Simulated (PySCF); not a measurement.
HSE06 on Se⁻ (selenium, charge -1), [Ar] 3d10 4s2 4p5, 2P determinant. Computed with PySCF 2.14 in def2-TZVPPD (7s6p5d1f, 57 functions), with no relativity, point nucleus.

```
cycle= 1 E= -2401.26671989305  delta_E= -0.00868  |g|= 0.0897  |ddm|= 0.143
cycle= 2 E= -2401.26723654964  delta_E= -0.000517  |g|= 0.0644  |ddm|= 0.0612
cycle= 3 E= -2401.26769527125  delta_E= -0.000459  |g|= 0.00521  |ddm|= 0.0243
cycle= 4 E= -2401.26771171011  delta_E= -1.64e-05  |g|= 0.0019  |ddm|= 0.00938
cycle= 5 E= -2401.26771531226  delta_E= -3.6e-06  |g|= 0.000144  |ddm|= 0.00328
cycle= 6 E= -2401.26771537049  delta_E= -5.82e-08  |g|= 2.4e-05  |ddm|= 0.000599
cycle= 7 E= -2401.26771537222  delta_E= -1.72e-09  |g|= 2.51e-06  |ddm|= 0.000116
cycle= 8 E= -2401.26771537223  delta_E= -1.41e-11  |g|= 1.57e-07  |ddm|= 9.32e-06
converged SCF energy = -2401.26771537223  <S^2> = 0.75386012  2S+1 = 2.0038564
```

Highest occupied orbital energy: 0.404 eV; ⟨L²⟩ = 2.03; populations by l: s 8.00, p 17.00, d 10.00, f 0.00.

Q: Can this result be used?

A: With care. Self-consistency was reached. At HSE06 the highest occupied level has a positive energy, so only the finite basis holds that electron; in a semilocal or global hybrid functional this comes from self-interaction and does not mean that the real anion is unbound.
